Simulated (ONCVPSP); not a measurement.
**PBE ONCV dataset for Sn (Z = 50), scalar-relativistic all-electron reference.**

ONCVPSP 4.0.1 was run on this input:

```
# ATOM AND REFERENCE CONFIGURATION
# atsym  z   nc   nv     iexc    psfile
  Sn 50.00    7    4        4      upf
#
#   n    l    f
    1    0    2.00
    2    0    2.00
    2    1    6.00
    3    0    2.00
    3    1    6.00
    3    2   10.00
    4    0    2.00
    4    1    6.00
    4    2   10.00
    5    0    1.00
    5    1    3.00
#
# PSEUDOPOTENTIAL AND OPTIMIZATION
# lmax
    2
#
#   l,   rc,      ep,       ncon, nbas, qcut
    0    2.00    0.00    3    7    3.00
    1    1.65    0.00    4    9    8.40
    2    1.40    0.00    4    9   11.40
#
# LOCAL POTENTIAL
# lloc, lpopt,  rc(5),   dvloc0
    4    5    1.10    0.00
#
# VANDERBILT-KLEINMAN-BYLANDER PROJECTORs
# l, nproj, debl
    0    3    1.30
    1    2    1.90
    2    2    2.70
#
# MODEL CORE CHARGE
# icmod, fcfact, rcfact
    3    3.00    1.75
#
# LOG DERIVATIVE ANALYSIS
# epsh1, epsh2, depsh
   -5.00    5.00    0.04
#
# OUTPUT GRID
# rlmax, drl
    6.00    0.01
#
# TEST CONFIGURATIONS
# ncnf
    4
# nvcnf
#   n    l    f
    4
    4    1    6.00
    4    2   10.00
    5    0    2.00
    5    1    2.00
#
    4
    4    1    6.00
    4    2   10.00
    5    0    2.00
    5    1    1.00
#
    4
    4    1    6.00
    4    2   10.00
    5    0    2.00
    5    1    0.00
#
    4
    4    1    6.00
    4    2   10.00
    5    0    0.00
    5    1    0.00
#
```

Command:

```bash
oncvpsp.x < Sn.dat > Sn.out
```

Output (shortened: citation, most of the input echo, consistency checks and plot data are left out):

```
ONCVPSP  (Optimized Norm-Conservinng Vanderbilt PSeudopotential)
scalar-relativistic version 4.0.1

#   n    l    f        energy (Ha)
    1    0    2.00    -1.0663119E+03
    2    0    2.00    -1.6102193E+02
    2    1    6.00    -1.4455241E+02
    3    0    2.00    -3.1119009E+01
    3    1    6.00    -2.5737446E+01
    3    2   10.00    -1.7454549E+01
    4    0    2.00    -4.9787418E+00
    4    1    6.00    -3.3531128E+00
    4    2   10.00    -1.0039059E+00
    5    0    1.00    -4.1948802E-01
    5    1    3.00    -1.5864279E-01

Reference configufation results
  iterations    25
  all-electron total energy (Ha)   -6.17694583D+03

Begin loop to  construct optimized pseudo wave functions
and semi-local pseudopoentials for all angular momenta

   Wellstate for l =  0  n =  6
     eigenvalue =   0.8805
     asymptotic potential =   1.3805
     half-point radius =  3.4969

   Wellstate for l =  0  n =  7
     eigenvalue =   2.1805
     asymptotic potential =   2.6805
     half-point radius =  3.8844

Calculating optimized projector #   1

 for l=   0

    Fraction of norm inside rc  0.367691
    Optimizing pswf for qcut=   3.01 a_B^-1,  ecut=   4.52 Ha
    Residual kinetic energy error=  3.90D-03 Ha

    Energy error per electron        Cutoff
         Ha          eV             Ha
         0.01000     0.27211        3.66
         0.00100     0.02721       11.30
         0.00010     0.00272       34.12
         0.00001     0.00027       66.03

Calculating optimized projector #   2

 for l=   0

    Fraction of norm inside rc  0.210490
    Optimizing pswf for qcut=   3.01 a_B^-1,  ecut=   4.52 Ha
    Residual kinetic energy error=  1.76D-02 Ha

    Energy error per electron        Cutoff
         Ha          eV             Ha
         0.01000     0.27211        5.07
         0.00100     0.02721       11.62
         0.00010     0.00272       42.56
         0.00001     0.00027       82.44

Calculating optimized projector #   3

 for l=   0

    Fraction of norm inside rc  0.112177
    Optimizing pswf for qcut=   3.01 a_B^-1,  ecut=   4.52 Ha
    Residual kinetic energy error=  8.50D-02 Ha

    Energy error per electron        Cutoff
         Ha          eV             Ha
         0.01000     0.27211        7.26
         0.00100     0.02721       20.73
         0.00010     0.00272       52.78
         0.00001     0.00027       62.88

Calculating optimized projector #   1

 for l=   1

    Fraction of norm inside rc  0.979135
    Optimizing pswf for qcut=   8.39 a_B^-1,  ecut=  35.22 Ha
    Residual kinetic energy error=  4.48D-07 Ha

    Energy error per electron        Cutoff
         Ha          eV             Ha
         0.01000     0.27211       19.37
         0.00100     0.02721       24.23
         0.00010     0.00272       28.10
         0.00001     0.00027       31.36

Calculating optimized projector #   2

 for l=   1

    Fraction of norm inside rc  0.070601
    Optimizing pswf for qcut=   8.39 a_B^-1,  ecut=  35.22 Ha
    Residual kinetic energy error=  7.47D-08 Ha

    Energy error per electron        Cutoff
         Ha          eV             Ha
         0.01000     0.27211       14.40
         0.00100     0.02721       19.87
         0.00010     0.00272       24.60
         0.00001     0.00027       28.21

   Wellstate for l =  2  n =  6
     eigenvalue =   1.6961
     asymptotic potential =   2.1961
     half-point radius =  3.8088

Calculating optimized projector #   1

 for l=   2

    Fraction of norm inside rc  0.785135
    Optimizing pswf for qcut=  11.39 a_B^-1,  ecut=  64.83 Ha
    Residual kinetic energy error=  1.56D-07 Ha

    Energy error per electron        Cutoff
         Ha          eV             Ha
         0.01000     0.27211       34.08
         0.00100     0.02721       42.94
         0.00010     0.00272       50.08
         0.00001     0.00027       56.12

Calculating optimized projector #   2

 for l=   2

    Fraction of norm inside rc  0.057890
    Optimizing pswf for qcut=  11.39 a_B^-1,  ecut=  64.83 Ha
    Residual kinetic energy error=  1.12D-07 Ha

    Energy error per electron        Cutoff
         Ha          eV             Ha
         0.01000     0.27211       29.27
         0.00100     0.02721       39.35
         0.00010     0.00272       47.84
         0.00001     0.00027       54.82

Construct Vanderbilt / Kleinmman-Bylander projectors

B matrix Hermiticity error, ll=   0
   1   2    1.0246E-04
   1   3   -1.8221E-04
   2   3    9.1371E-05

  Orthonormal projector coefficients  2.1058E+01  6.4034E+00  8.6895E-01

B matrix Hermiticity error, ll=   1
   1   2    3.8330E-04

  Orthonormal projector coefficients  6.4753E+00  8.9329E-01

B matrix Hermiticity error, ll=   2
   1   2   -3.4878E-04

  Orthonormal projector coefficients  2.7991E+00  7.4524E-02

Model core correction analysis
  based on d2Exc/dn_idn_j

d2excae - all-electron derivatives

   -3.031191D-02   -2.393447D-02   -3.020888D-03   -1.388376D-03
   -2.393456D-02   -2.262727D-02   -6.794574D-03   -3.035432D-03
   -3.020686D-03   -6.794084D-03   -2.652195D-02   -2.092639D-02
   -1.388327D-03   -3.035195D-03   -2.092531D-02   -2.297786D-02

d2excps - pseudofunction derivatives with no core correction

   -3.727664D-02   -2.795990D-02   -3.018732D-03   -1.825941D-03
   -2.796012D-02   -2.584390D-02   -7.333308D-03   -3.221355D-03
   -3.018519D-03   -7.332786D-03   -2.641768D-02   -2.087244D-02
   -1.825926D-03   -3.221115D-03   -2.087139D-02   -2.304217D-02

rms 2nd derivative error    2.402041E-03

rmatch, rhocmatch    0.5679   35.4410

Teter function model core charge with specified parameters

d2excps - pseudofunction derivatives with core correction

   -2.738125D-02   -2.267597D-02   -2.872304D-03   -1.269110D-03
   -2.267596D-02   -2.254493D-02   -7.233119D-03   -2.960076D-03
   -2.872087D-03   -7.232592D-03   -2.639554D-02   -2.085866D-02
   -1.269052D-03   -2.959831D-03   -2.085760D-02   -2.300341D-02

rms 2nd derivative error    8.752796E-04

Pseudoatom total energy -169.278090

Diagnostic tests using Vanderbilt-Kleinman-Bylander pseudopotentials
  1 or more projectors used as specified by nproj input data

   l    rcore       rmatch      e in        delta e   norm test  slope test

   0   2.0066824   2.0676097  -0.4194880   0.0000582   1.0000422   1.0018425
   0   2.0066824   2.0676097   0.8805120   0.0001333   1.0002583   1.0002583
   0   2.0066824   2.0676097   2.1805120  -0.0000117   1.0002498   1.0002498

   1   1.6570792   1.7073917  -3.3531128   0.0000067   1.0002310   1.0002173
   1   1.6570792   1.7073917  -0.1586428   0.0000052   1.0000406   1.0000288

   2   1.4015216   1.4440749  -1.0039059   0.0000481   1.0001657   1.0002290
   2   1.4015216   1.4440749   1.6960941   0.0002539   1.0002529   1.0002529

 Testing for bound ghosts
   n   l    E NL Schr. Eq   E Basis Diag.   E Cutoff

       0                       -1.779807     64.73  WARNING - GHOST(-)
   1   0       -0.419430       -0.416968     64.73

   2   1       -3.353106       -3.353105    144.97
   3   1       -0.158638       -0.104655    144.97

   3   2       -1.003858       -1.003448    225.94

 Testing for highly-localized positive-energy ghosts
       l    <radius>/rc     E Basis Diag.   E Cutoff

       0        0.903259        7.075011     64.73  WARNING - GHOST(+)

       0        0.952870       58.541729     64.73  WARNING - GHOST(+)

Test configuration 0

   n   l     f        eae           eps        diff
   1   0  2.0000-1066.31190518
   2   0  2.0000 -161.02193285
   2   1  6.0000 -144.55240591
   3   0  2.0000  -31.11900945
   3   1  6.0000  -25.73744622
   3   2 10.0000  -17.45454903
   4   0  2.0000   -4.97874179
   4   1  6.0000   -3.35311275   -3.35310601    6.74D-06
   4   2 10.0000   -1.00390586   -1.00385778    4.81D-05
   5   0  1.0000   -0.41948802   -0.41942986    5.82D-05
   5   1  3.0000   -0.15864279   -0.15863762    5.17D-06

    Total energies and differences
      AE_ref= -6.17694583D+03  AE_tst= -6.17694583D+03  dif=  0.00D+00
      PS_ref= -1.69278090D+02  PS_tst= -1.69278090D+02  dif= -1.14D-13
      PSP excitation error=  1.14D-13

Test configuration 1

   n   l     f        eae           eps        diff
   1   0  2.0000-1066.25467375
   2   0  2.0000 -160.96597558
   2   1  6.0000 -144.49652697
   3   0  2.0000  -31.06233310
   3   1  6.0000  -25.68079503
   3   2 10.0000  -17.39799707
   4   0  2.0000   -4.92185075
   4   1  6.0000   -3.29642165   -3.30020799   -3.79D-03
   4   2 10.0000   -0.94956597   -0.95119181   -1.63D-03
   5   0  2.0000   -0.38767815   -0.38715123    5.27D-04
   5   1  2.0000   -0.13576403   -0.13584555   -8.15D-05

    Total energies and differences
      AE_ref= -6.17694583D+03  AE_tst= -6.17720227D+03  dif= -2.56D-01
      PS_ref= -1.69278090D+02  PS_tst= -1.69534220D+02  dif= -2.56D-01
      PSP excitation error= -3.16D-04

Test configuration 2

   n   l     f        eae           eps        diff
   1   0  2.0000-1066.55068153
   2   0  2.0000 -161.26053810
   2   1  6.0000 -144.79125816
   3   0  2.0000  -31.35649982
   3   1  6.0000  -25.97497354
   3   2 10.0000  -17.69213282
   4   0  2.0000   -5.21546190
   4   1  6.0000   -3.59004514   -3.59458954   -4.54D-03
   4   2 10.0000   -1.24234697   -1.24426064   -1.91D-03
   5   0  2.0000   -0.65457098   -0.65392678    6.44D-04
   5   1  1.0000   -0.37688501   -0.37702025   -1.35D-04

    Total energies and differences
      AE_ref= -6.17694583D+03  AE_tst= -6.17694963D+03  dif= -3.80D-03
      PS_ref= -1.69278090D+02  PS_tst= -1.69281408D+02  dif= -3.32D-03
      PSP excitation error= -4.86D-04

Test configuration 3

   n   l     f        eae           eps        diff
   1   0  2.0000-1066.90399174
   2   0  2.0000 -161.61071842
   2   1  6.0000 -145.14177741
   3   0  2.0000  -31.70583312
   3   1  6.0000  -26.32432809
   3   2 10.0000  -18.04140377
   4   0  2.0000   -5.56333951
   4   1  6.0000   -3.93780369   -3.94334395   -5.54D-03
   4   2 10.0000   -1.58788824   -1.59011518   -2.23D-03
   5   0  2.0000   -0.95884427   -0.95795690    8.87D-04

    Total energies and differences
      AE_ref= -6.17694583D+03  AE_tst= -6.17643687D+03  dif=  5.09D-01
      PS_ref= -1.69278090D+02  PS_tst= -1.68768379D+02  dif=  5.10D-01
      PSP excitation error= -7.53D-04

Test configuration 4

   n   l     f        eae           eps        diff
   1   0  2.0000-1067.84327449
   2   0  2.0000 -162.53631386
   2   1  6.0000 -146.06820157
   3   0  2.0000  -32.62995015
   3   1  6.0000  -27.24843562
   3   2 10.0000  -18.96509006
   4   0  2.0000   -6.48002111
   4   1  6.0000   -4.85240197   -4.84970025    2.70D-03
   4   2 10.0000   -2.48741206   -2.48558505    1.83D-03

    Total energies and differences
      AE_ref= -6.17694583D+03  AE_tst= -6.17378737D+03  dif=  3.16D+00
      PS_ref= -1.69278090D+02  PS_tst= -1.66119334D+02  dif=  3.16D+00
      PSP excitation error= -2.95D-04
```

Note: ghosts flagged at negative energy: s at -48.4 eV; GHOST(+) flagged for s at 192.5 eV. A true bound ghost makes a file unfit for plane-wave use.

The run took about 4.4 s on one core of a shared server CPU.
